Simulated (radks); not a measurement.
The numbers below are computed, except where a source is named.
The lutetium ion Lu+, 70 electrons, occupied as [Xe] 4f14 6s1 5d1 (not the ground configuration). Code: a radial shooting solver on a logarithmic mesh with Libxc functionals. Model: Dirac Kohn-Sham, PBEsol, spin-unpolarised, spherical densities, point nucleus; open shells are shared between the two j in proportion to 2j + 1.

Spin-orbit splittings of the eigenvalues, e(l+1/2) - e(l-1/2), with zeta = 2 splitting/(2l+1) and mean radii in bohr:

shell  occ.  splitting (eV)  zeta (eV)  <r> j=l-1/2  <r> j=l+1/2
2p        6            1117      744.6      0.06742      0.07503
3p        6           238.2      158.8       0.2021       0.2163
3d       10           52.02      20.81       0.1899       0.1943
4p        6           54.28      36.19       0.4850       0.5178
4d       10           9.909      3.964       0.5410       0.5526
4f       14           1.524     0.4354       0.7156       0.7316
5p        6           6.908      4.605        1.315        1.429
5d        1          0.3977     0.1591        2.439        2.531
